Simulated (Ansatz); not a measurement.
Basis sets compared for SnHMe2(nBu) (C6H16Sn). Charge 0, multiplicity 1. Geometry r2SCAN-D4/def2-SVP. Ansatz on 4 threads of Intel Xeon on a shared host; times are rough, and most runs start from earlier orbitals.

```xyz
23

Sn   -0.133    1.845   -0.126
H     0.410    2.255   -1.715
C    -2.005    2.848    0.280
H    -1.874    3.939    0.230
H    -2.363    2.583    1.287
H    -2.768    2.552   -0.454
C     1.350    2.473    1.318
H     2.309    1.964    1.134
H     1.011    2.227    2.335
H     1.513    3.559    1.254
C    -0.385   -0.308    0.007
C     0.881   -1.091   -0.345
C     0.764   -2.608   -0.154
C    -0.284   -3.273   -1.041
H    -0.707   -0.535    1.040
H    -1.226   -0.585   -0.652
H     1.167   -0.884   -1.395
H     1.727   -0.729    0.270
H     1.751   -3.066   -0.349
H     0.537   -2.820    0.908
H    -0.288   -4.366   -0.907
H    -1.300   -2.912   -0.817
H    -0.088   -3.069   -2.108
```

In the def2 sets Sn takes a core potential, while STO-3G treats all electrons; there is no spin–orbit coupling.

STO-3G and 6-31G are all-electron sets without relativity, so their totals don't compare with the def2 sets.

Binding counts from free atoms (Sn triplet, H doublet, C triplet) in the same basis, without a counterpoise term.

```csv
level,functions,energy (Eh),HOMO (eV),LUMO (eV),binding per atom (eV),wall time
HF/STO-3G,73,-6197.1182,-8.41,11.30,3.85,2.5 s
HF/def2-TZVP,332,-449.9435,-9.98,2.89,2.90,13 s
PBE-D4/def2-SVP,190,-452.0361,-6.12,0.29,3.91,5.5 s
PBE-D4/def2-TZVP,332,-452.3096,-6.18,-0.15,3.89,9.6 s
BLYP-D4/def2-TZVP,332,-452.4704,-6.04,-0.15,3.81,12 s
PBE0-D4/def2-SVP,190,-452.1050,-7.31,1.19,3.88,8.1 s
PBE0-D4/def2-TZVP (with forces),332,-452.3690,-7.32,0.67,3.86,27 s
```

Problem. Estimate the rows for PBE-D4/def2-TZVPD, BLYP-D4/def2-TZVPD, PBE0-D4/def2-TZVPD.

Solution. 
```tsv
level	functions	energy (Eh)	HOMO (eV)	LUMO (eV)	binding per atom (eV)	wall time
PBE-D4/def2-TZVPD	422	-452.3108	-6.19	-0.59	3.89	17 s
BLYP-D4/def2-TZVPD	422	-452.4717	-6.06	-0.57	3.82	21 s
PBE0-D4/def2-TZVPD	422	-452.3700	-7.32	0.03	3.86	30 s
```
